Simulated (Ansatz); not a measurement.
Predict a relaxed structure of Al₄O₆ (the lowest singlet isomer of a short search), charge 0, singlet, at r2SCAN-D4/def2-SVP (Ansatz).


```
atom   x (Å)   y (Å)   z (Å)
 Al1   0.430  -1.575  -0.181
 Al2  -1.169   0.378  -1.092
 Al3  -0.573   0.240   1.521
 Al4   1.312   0.957  -0.249
  O5   0.155   1.445  -1.451
  O6   1.885  -0.669  -0.465
  O7   0.800   1.296   1.377
  O8  -1.885   0.669   0.465
  O9  -0.800  -1.297  -1.377
 O10  -0.155  -1.445   1.451
```
Point group Td (tolerance 0.1 Å). This is one stationary point.

The structure comes from a short search, and lower isomers may exist.
